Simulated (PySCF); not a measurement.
**Vertical excitation energies**

C6H8N2S.
SMILES: `C[C@@H]1C[C@@H]1c1cnsn1`

Level of theory: TDDFT PBE0/def2-SVPD, vertical, gas phase, core orbitals frozen in the response in PySCF 2.14.0, density-fitted response routines. The structure is a single PBE0-D3(BJ)/def2-SVP conformer in the gas phase; no vibrational or solvent corrections. Torsions of this conformer, `[CH3:1][C@@H:2]1[CH2:3][C@@H:4]1[c:5]1[cH:6][n:7][s:8][n:9]1`: C3–C4–C5–C6 167°.

```csv
state,E (eV),λ (nm),ν̃ (cm⁻¹),f,"main configurations (H = HOMO, L = LUMO)"
S1,4.98,249.0,40170,0.161,H→L (93%)
S2,5.17,239.7,41720,0.0079,"H-1→L (54%), H-2→L (36%)"
S3,5.78,214.4,46640,0.0047,"H-2→L (36%), H-1→L (32%), H-3→L (13%)"
S4,5.93,209.2,47800,0.0001,H→L+1 (93%)
S5,6.28,197.4,50650,0.0099,"H-3→L (36%), H-2→L (23%), H-5→L (19%)"
S6,6.42,193.1,51780,0.0032,"H-4→L (37%), H-3→L (36%), H-5→L (16%)"
```

The lowest singlet lies at 4.98 eV (249 nm, ultraviolet) and is strong; its leading configuration is HOMO→LUMO (93%). The lowest level is also the most intense of those listed (f = 0.161). Löwdin shares by element: HOMO carbon 35% or more, sulfur 31% (atoms not listed hold the other 34%); LUMO nitrogen 46%, sulfur 22%, carbon 13% or more (atoms not listed hold the other 19%). Weighted by f, the mean energy of these states is 5.10 eV. Orbital energies (eV): HOMO-3 -8.76, HOMO-2 -8.57, HOMO-1 -8.41, HOMO -7.24, LUMO -1.54, LUMO+1 0.14, LUMO+2 0.61. Of the 6 states listed, 1 reaches f = 0.01 and 1 stays under 0.0005. No computed singlet lies in the visible range (380 to 750 nm); the lowest, at 249 nm, stands 1.72 eV above its violet end (3.26 eV). Only the lowest 6 singlets were computed, as vertical energies without vibronic structure.
